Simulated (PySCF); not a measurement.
Field gradients from PBE0/pcSseg-1 densities (PySCF, non-relativistic) at PBE0-D3(BJ)/def2-SVP geometries, isolated species, one conformer each; χzz is the principal value of largest magnitude, with Q(14N) = 0.02044 b. With so small a basis the couplings can be 20 % off.

Problem. These 14N couplings (χzz in MHz, η) are listed in rising order: (-4.788, 0.03); (-4.398, 0.43); (-2.748, 0.67); (3.196, 0.82). Assign them to: the amide nitrogen of `NC(=O)CCCl`; N3 (silicon-bound nitrogen) in `[CH2:1]=[CH:2][N:3]1[CH2:4][CH2:5][NH:6][SiH2:7]1`; the boron-bound nitrogen of `NBC#CB(F)F`; the nitrogen bonded to P and H of `C#C[P@](C)(=N)CC(C)=O`.

Solution. -4.788 MHz, η 0.03: the amide nitrogen of `NC(=O)CCCl`; -4.398 MHz, η 0.43: N3 (silicon-bound nitrogen) in `[CH2:1]=[CH:2][N:3]1[CH2:4][CH2:5][NH:6][SiH2:7]1`; -2.748 MHz, η 0.67: the boron-bound nitrogen of `NBC#CB(F)F`; 3.196 MHz, η 0.82: the nitrogen bonded to P and H of `C#C[P@](C)(=N)CC(C)=O`.

All sites together:

```
nucleus                                                                              site  Vzz (au)     η  χzz (MHz)
    14N                                                  the amide nitrogen of NC(=O)CCCl    -0.997  0.03     -4.788
    14N  N3 (silicon-bound nitrogen) in [CH2:1]=[CH:2][N:3]1[CH2:4][CH2:5][NH:6][SiH2:7]1    -0.916  0.43     -4.398
    14N                                            the boron-bound nitrogen of NBC#CB(F)F    -0.572  0.67     -2.748
    14N                           the nitrogen bonded to P and H of C#C[P@](C)(=N)CC(C)=O     0.666  0.82      3.196
```
